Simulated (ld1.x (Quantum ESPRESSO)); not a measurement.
# BLYP ultrasoft dataset for manganese (Mn), fully relativistic all-electron reference.

- Element: manganese
- Generator: ld1.x (Quantum ESPRESSO) 7.5
- Type: ultrasoft
- Functional: BLYP
- Relativity: fully relativistic
- Frozen core: [Ar]
- Valence charge: 7
- Reference configuration: 3d5 4s2 4p0
- Partial waves: 4s (bound): rcut 2.18, rcutus 2.70 bohr; 4s channel at 2.05 Ry: rcut 2.18, rcutus 2.70 bohr; 4p (bound, empty): rcut 2.98, rcutus 3.66 bohr; 4p channel at 2.9 Ry: rcut 2.98, rcutus 3.66 bohr; 3d (bound): rcut 1.84, rcutus 2.12 bohr; 3d channel at 3.05 Ry: rcut 1.84, rcutus 2.12 bohr
- Local potential: all-electron potential smoothed inside 2.00 bohr (lloc = -1)
- Core correction: Bessel-smoothed model core inside 1.30 bohr
- Augmentation charge: PSQ, inside the norm-conserving radii

Open shells are filled in proportion to 2j + 1 (rel_dist='average').

* Cutoffs needed: 21 Ry and 35 Ry (the cutoffs (Ry, on a coarse ladder) from which the occupation-weighted sum of valence levels, in a spherical-Bessel basis at the reference potential, stays within 10 and 1 mRy of its value at 400 Ry)
* Ghost test: no extra level below or beside the all-electron valence levels (s, p1/2, p3/2, d3/2, d5/2, f tested) (spherical-Bessel basis up to 400 Ry, 20 bohr box)
* Largest excitation error: -282 meV (all-electron minus pseudo) for 3d4 4s0 4p0, out of 7 test configurations
* Lowest eigenvalue of the overlap operator: 0.56 (s channel)
* Density cutoff estimated by the generator: 125 Ry
